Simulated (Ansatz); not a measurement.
Nudged elastic band run: C2H7BO

input.yaml

```yaml
crystal:
  periodic: [false, false, false]
  atoms:
    - { symbol: C, position_ang: [-0.075492, 1.353219, -0.62261] }
    - { symbol: B, position_ang: [-0.218878, -0.179939, -0.279828] }
    - { symbol: C, position_ang: [0.4793, -0.817065, 0.992092] }
    - { symbol: O, position_ang: [-0.977028, -0.932906, -1.126358] }
    - { symbol: H, position_ang: [-0.432626, 1.601532, -1.633694] }
    - { symbol: H, position_ang: [-0.672306, 1.942521, 0.098633] }
    - { symbol: H, position_ang: [0.963748, 1.706795, -0.511899] }
    - { symbol: H, position_ang: [0.189576, -1.860665, 1.203989] }
    - { symbol: H, position_ang: [1.576149, -0.797444, 0.856151] }
    - { symbol: H, position_ang: [0.279867, -0.216734, 1.896416] }
    - { symbol: H, position_ang: [-1.046909, -1.856314, -0.852292] }
basis:
  gaussian: { orbitals: def2-SVP }
hamiltonian:
  xc: b3lyp
  dispersion: d4
neb:
  order_check: false
  images: 8
  f_tol: 0.05
  max_iterations: 60
  climbing: false
  final_atoms:
    - { symbol: C, position_ang: [-0.09409578, 1.18286053, -0.66397794] }
    - { symbol: B, position_ang: [-0.17812336, -0.31838535, -0.16420615] }
    - { symbol: C, position_ang: [0.54399374, -0.79423912, 1.15494009] }
    - { symbol: O, position_ang: [-0.88566017, -1.25784309, -0.85320223] }
    - { symbol: H, position_ang: [-0.77529464, 1.43150387, -1.49586822] }
    - { symbol: H, position_ang: [-0.2879817, 1.88955898, 0.16104952] }
    - { symbol: H, position_ang: [0.93633288, 1.3956487, -1.00376878] }
    - { symbol: H, position_ang: [0.61026925, -1.89011935, 1.23514452] }
    - { symbol: H, position_ang: [1.55374572, -0.36269509, 1.25848948] }
    - { symbol: H, position_ang: [-0.03077014, -0.43026582, 2.02759294] }
    - { symbol: H, position_ang: [-1.32701479, -0.90302428, -1.63559323] }
  initial_path:
    images:
      - { positions_ang: [[-0.075492, 1.353219, -0.62261], [-0.218878, -0.179939, -0.279828], [0.4793, -0.817065, 0.992092], [-0.977028, -0.932906, -1.126358], [-0.432626, 1.601532, -1.633694], [-0.672306, 1.942521, 0.098633], [0.963748, 1.706795, -0.511899], [0.189576, -1.860665, 1.203989], [1.576149, -0.797444, 0.856151], [0.279867, -0.216734, 1.896416], [-1.046909, -1.856314, -0.852292]] }
      - { positions_ang: [[-0.03568337, 1.35263575, -0.62411248], [-0.17951041, -0.17623934, -0.29561643], [0.48354879, -0.80129916, 0.99307573], [-0.88544303, -0.95822389, -1.17308332], [-0.55990906, 1.37285433, -1.52535055], [-0.63313464, 1.94926033, 0.10724725], [1.00488382, 1.70811828, -0.53818635], [0.24077155, -1.85457624, 1.16647801], [1.58517202, -0.73352327, 0.91741546], [0.21713672, -0.23197303, 1.89523996], [-1.17243141, -1.68403377, -0.9025073]] }
      - { positions_ang: [[0.00412525, 1.35205249, -0.62561495], [-0.14014281, -0.17253968, -0.31140486], [0.48779758, -0.78553331, 0.99405946], [-0.79385805, -0.98354178, -1.21980863], [-0.68719212, 1.14417666, -1.4170071], [-0.59396328, 1.95599966, 0.1158615], [1.04601965, 1.70944156, -0.5644737], [0.2919671, -1.84848748, 1.12896703], [1.59419505, -0.66960253, 0.97867993], [0.15440644, -0.24721205, 1.89406393], [-1.29795381, -1.51175353, -0.95272259]] }
      - { positions_ang: [[0.04393388, 1.35146924, -0.62711743], [-0.10077522, -0.16884002, -0.32719329], [0.49204637, -0.76976747, 0.99504319], [-0.70227308, -1.00885967, -1.26653395], [-0.81447517, 0.91549898, -1.30866365], [-0.55479192, 1.96273899, 0.12447575], [1.08715547, 1.71076484, -0.59076105], [0.34316265, -1.84239872, 1.09145604], [1.60321807, -0.6056818, 1.03994439], [0.09167616, -0.26245108, 1.89288789], [-1.42347622, -1.3394733, -1.00293789]] }
      - { positions_ang: [[0.0837425, 1.35088599, -0.6286199], [-0.06140762, -0.16514035, -0.34298172], [0.49629516, -0.75400163, 0.99602692], [-0.6106881, -1.03417756, -1.31325926], [-0.94175823, 0.68682131, -1.2003202], [-0.51562056, 1.96947833, 0.13309], [1.12829129, 1.71208812, -0.6170484], [0.3943582, -1.83630996, 1.05394505], [1.61224109, -0.54176106, 1.10120885], [0.02894588, -0.27769011, 1.89171186], [-1.54899862, -1.16719307, -1.05315319]] }
      - { positions_ang: [[0.08167542, 1.33195727, -0.63321634], [-0.05687933, -0.18052328, -0.33013485], [0.50348335, -0.75146542, 1.01412115], [-0.60053612, -1.07028168, -1.28290862], [-0.97983252, 0.6679293, -1.18500623], [-0.47291786, 1.96359366, 0.14002517], [1.12524517, 1.67751631, -0.6717006], [0.44110189, -1.83958267, 1.05740678], [1.60975184, -0.49345563, 1.14591313], [-0.00556935, -0.30141586, 1.90628707], [-1.58012149, -1.06127199, -1.14018666]] }
      - { positions_ang: [[0.03773262, 1.29468309, -0.64090674], [-0.08719034, -0.2149888, -0.28865268], [0.51361095, -0.76215884, 1.04932589], [-0.67181713, -1.11717204, -1.17548202], [-0.92869805, 0.85882294, -1.26272173], [-0.42668382, 1.94508499, 0.14528126], [1.0780171, 1.60704941, -0.75471765], [0.48339373, -1.85221684, 1.10184121], [1.59575031, -0.46076549, 1.17405722], [-0.01186955, -0.33362835, 1.93661354], [-1.51684481, -1.02171006, -1.2640383]] }
      - { positions_ang: [[-0.00621018, 1.2574089, -0.64859714], [-0.11750134, -0.24945431, -0.2471705], [0.52373854, -0.77285227, 1.08453062], [-0.74309815, -1.16406239, -1.06805542], [-0.87756358, 1.04971658, -1.34043723], [-0.38044978, 1.92657632, 0.15053735], [1.03078902, 1.53658251, -0.83773469], [0.52568557, -1.86485101, 1.14627565], [1.58174878, -0.42807536, 1.20220131], [-0.01816975, -0.36584084, 1.96694], [-1.45356814, -0.98214814, -1.38788994]] }
      - { positions_ang: [[-0.05015298, 1.22013472, -0.65628754], [-0.14781235, -0.28391983, -0.20568833], [0.53386614, -0.78354569, 1.11973536], [-0.81437916, -1.21095274, -0.96062883], [-0.82642911, 1.24061023, -1.41815273], [-0.33421574, 1.90806765, 0.15579344], [0.98356095, 1.46611561, -0.92075174], [0.56797741, -1.87748518, 1.19071008], [1.56774725, -0.39538522, 1.2303454], [-0.02446994, -0.39805333, 1.99726647], [-1.39029147, -0.94258621, -1.51174159]] }
      - { positions_ang: [[-0.09409578, 1.18286053, -0.66397794], [-0.17812336, -0.31838535, -0.16420615], [0.54399374, -0.79423912, 1.15494009], [-0.88566017, -1.25784309, -0.85320223], [-0.77529464, 1.43150387, -1.49586822], [-0.2879817, 1.88955898, 0.16104952], [0.93633288, 1.3956487, -1.00376878], [0.61026925, -1.89011935, 1.23514452], [1.55374572, -0.36269509, 1.25848948], [-0.03077014, -0.43026582, 2.02759294], [-1.32701479, -0.90302428, -1.63559323]] }
```

Run as:

```bash
$ ansatz run input.yaml --threads 2 --pin off --max-ram 3072MiB --backend cpu --events-out ev --progress --plain --runs-dir out
```

Output, in part (warnings, iteration lines, the closing report on the highest movable image, with atoms numbered from 0):

```
NEB end point (image 0): max|allowed force component| = 9.987e-3 eV/Å (the criterion of neb.relax_end_points is 1.000e-2)
NEB end point (image 9): max|allowed force component| = 1.514e-2 eV/Å (the criterion of neb.relax_end_points is 1.000e-2)
NEB iter   1: max|band force component| = 1.428e1 eV/Å  barrier→ = 4.0786 eV  barrier← = 4.0785 eV  Δτ_max = 0.2000 Å  (243 SCF iters)
NEB iter   2: max|band force component| = 3.663e0 eV/Å  barrier→ = 2.2671 eV  barrier← = 2.2670 eV  Δτ_max = 0.2000 Å  (221 SCF iters)
NEB iter   3: max|band force component| = 3.496e0 eV/Å  barrier→ = 1.4932 eV  barrier← = 1.4931 eV  Δτ_max = 0.1997 Å  (211 SCF iters)
NEB iter   4: max|band force component| = 1.656e0 eV/Å  barrier→ = 0.9014 eV  barrier← = 0.9014 eV  Δτ_max = 0.1985 Å  (211 SCF iters)
NEB iter   5: max|band force component| = 6.109e-1 eV/Å  barrier→ = 0.6550 eV  barrier← = 0.6549 eV  Δτ_max = 0.1981 Å  (203 SCF iters)
NEB iter   6: max|band force component| = 5.800e-1 eV/Å  barrier→ = 0.6128 eV  barrier← = 0.6127 eV  Δτ_max = 0.1919 Å  (203 SCF iters)
NEB iter   7: max|band force component| = 4.582e0 eV/Å  barrier→ = 0.5776 eV  barrier← = 0.5775 eV  Δτ_max = 0.1013 Å  (207 SCF iters)
NEB iter   8: max|band force component| = 5.726e-1 eV/Å  barrier→ = 0.5840 eV  barrier← = 0.5839 eV  Δτ_max = 0.1565 Å  (193 SCF iters)
NEB iter   9: max|band force component| = 2.380e-1 eV/Å  barrier→ = 0.5927 eV  barrier← = 0.5926 eV  Δτ_max = 0.0238 Å  (195 SCF iters)
NEB iter  10: max|band force component| = 1.368e-1 eV/Å  barrier→ = 0.5866 eV  barrier← = 0.5865 eV  Δτ_max = 0.0315 Å  (183 SCF iters)
NEB iter  11: max|band force component| = 5.765e-2 eV/Å  barrier→ = 0.5843 eV  barrier← = 0.5842 eV  Δτ_max = 0.0361 Å  (183 SCF iters)
NEB iter  12: max|band force component| = 9.940e-2 eV/Å  barrier→ = 0.5835 eV  barrier← = 0.5835 eV  Δτ_max = 0.0181 Å  (184 SCF iters)
NEB iter  13: max|band force component| = 7.364e-2 eV/Å  barrier→ = 0.5828 eV  barrier← = 0.5827 eV  Δτ_max = 0.0181 Å  (183 SCF iters)
NEB iter  14: max|band force component| = 4.861e-2 eV/Å  barrier→ = 0.5821 eV  barrier← = 0.5820 eV  Δτ_max = 0.0000 Å  (378 SCF iters)
Total energy: -4909.82416653 eV, -180.4327101215 hartree
Atom 0 at    -0.145698     1.287441    -0.583577 Å, force    -0.007611     0.001868    -0.014023 eV/Å
Atom 1 at    -0.121745    -0.260500    -0.256946 Å, force     0.031064    -0.018375     0.053279 eV/Å
Atom 2 at     0.502579    -0.788235     1.097931 Å, force     0.017422     0.010110    -0.019318 eV/Å
Atom 3 at    -0.513193    -1.184456    -1.201827 Å, force     0.022221    -0.123727     0.082003 eV/Å
Atom 4 at    -0.830125     1.568123    -1.399529 Å, force    -0.018935    -0.010649     0.003533 eV/Å
Atom 5 at    -0.342661     1.917696     0.299329 Å, force    -0.013702    -0.008121    -0.009164 eV/Å
Atom 6 at     0.876028     1.559158    -0.920446 Å, force    -0.038074    -0.027854    -0.002221 eV/Å
Atom 7 at     0.315767    -1.859228     1.272503 Å, force     0.008097     0.009367     0.002897 eV/Å
Atom 8 at     1.599246    -0.644754     1.061851 Å, force     0.021078     0.002817     0.017627 eV/Å
Atom 9 at     0.154769    -0.208536     1.969690 Å, force     0.013042     0.009688     0.009685 eV/Å
Atom 10 at    -1.429566    -1.443708    -1.318380 Å, force    -0.034604     0.154877    -0.124297 eV/Å
Dipole moment:    -0.252005     0.023410     0.050711 e Å
```

The forces met the threshold. No image climbed, so the highest image needn't sit at the top of the path.

Final band:

```
image  path coordinate (Å)  energy (eV)
    0                 0.00         0.00
    1                 0.36         0.00
    2                 0.72         0.00
    3                 1.09         0.11
    4                 1.44         0.43
    5                 1.80         0.58
    6                 2.16         0.31
    7                 2.52         0.04
    8                 2.88         0.00
    9                 3.25         0.00
```

The run took 3.4 min on 2 threads of Arm Neoverse V1, on a shared host, peak memory 0.17 GiB.
